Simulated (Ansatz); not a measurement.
HgF₂, relaxed as a quintet with UKS B3LYP-D4/def2-TZVP in Ansatz, starting from the B3LYP-D4/def2-TZVP geometry of the neutral singlet. Force threshold 0.02 eV/Å.

In the def2 sets Hg takes a core potential; there is no spin–orbit coupling. In the quintet geometry the species has come apart into loosely held pieces. At B3LYP-D4/def2-TZVP a singlet of charge 0 lies 10.39 eV below the quintet, each at its own geometry. The structure comes from a short search, and lower isomers may exist.

Start:

```xyz
3

Hg    0.0000    0.0000    0.0000
F    -0.7756   -1.6440   -0.6636
F     0.7756    1.6440    0.6637
```

Problem. Estimate the energy that the relaxation releases and the steps that it takes.

Solution. 62.8 kcal/mol, in 8 steps; 5.3 min on 2 threads of AMD EPYC 7571 on a shared host. The force fell under the threshold at step 7, but the optimiser went on. No frequencies were taken in this run, so the end may be a saddle point.

Problem. Does the start keep its bonding and symmetry?

Solution. Bonds lost: Hg1–F2, Hg1–F3 (atoms count from 1). The end holds 3 separate pieces. Point group D∞h at the start, C2v at the end, both within 0.05 Å.

Problem. Predict the relaxed structure.

Solution. 
Cartesian coordinates in Å:
```
Hg -0.2558 0.1876 -0.1658
F -1.0532 -2.5973 -0.9277
F 1.3090 2.4097 1.0935
```
Bond lengths: .
